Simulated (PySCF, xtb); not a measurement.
C2H5Te, SMILES [Te]([CH2])C (connectivity only; charge and spin as stated), charge +1, multiplicity 1.

Harmonic wavenumbers (cm⁻¹) from xtb with GFN2-xTB at its own minimum, in rising order: 61, 191, 491, 540, 725, 772, 773, 811, 827, 1239, 1267, 1330, 1359, 2940, 2962, 2975, 2982, 3021.

Task: What does B3LYP-D3(BJ)/def2-SVP (PySCF) give at its own minimum? (An estimate is asked for; the answer gives what the named calculation found.)

Result: 56, 217, 503, 520, 740, 780, 863, 884, 903, 1260, 1376, 1410, 1426, 3058, 3130, 3184, 3201, 3264. Paired by order, the mean absolute difference is 86 cm⁻¹ and the zero-point energies are 36.1 and 38.3 kcal/mol.
